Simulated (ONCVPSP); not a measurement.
How hard is this arsenic (As) ONCV potential?

arsenic, optimised norm-conserving Vanderbilt (ONCV), made with ONCVPSP 4.0.1 (LDA (Perdew-Zunger), scalar-relativistic). Core [Ar] 3d10, reference 4s2 4p3. Waves: 4s: rc 1.30 bohr, ncon 4, nbas 8, qcut 3.9 1/bohr, 3 projectors, debl 2.3 Ha; 4p: rc 2.15 bohr, ncon 4, nbas 8, qcut 4.2 1/bohr, 2 projectors, debl 0.5 Ha. Local part: polynomial inside 0.90 bohr (lpopt 4, dvloc0 -1 Ha). Core correction: none.

For each optimised wave give the share of its norm inside rc, the residual kinetic energy above qcut (Ha) and the cutoffs (Ha) for errors of 10, 1, 0.1 and 0.01 mHa per electron.

```csv
wave,norm inside rc,residual KE,10 mHa,1 mHa,0.1 mHa,0.01 mHa
4s,0.174,5.4e-03,6.6,32.8,99.7,138.0
s projector 2,0.133,5.6e-02,38.1,126.6,146.3,192.7
s projector 3,0.084,1.5e-01,43.1,152.2,189.6,252.4
4p,0.418,1.1e-04,2.3,4.2,9.4,38.8
p projector 2,0.164,1.0e-04,2.4,4.2,8.9,19.4
```

The occupied waves need 33 Ha and 100 Ha for 1 and 0.1 mHa. The cutoffs count occupied waves only; projector 2 of the s channel, the hardest unoccupied one, needs 127 Ha at the loose tolerance. Note: ghosts flagged at negative energy: s at -181.8 eV; GHOST(+) flagged for p at 111.4 eV, s at 437.5 eV. A true bound ghost makes a file unfit for plane-wave use.
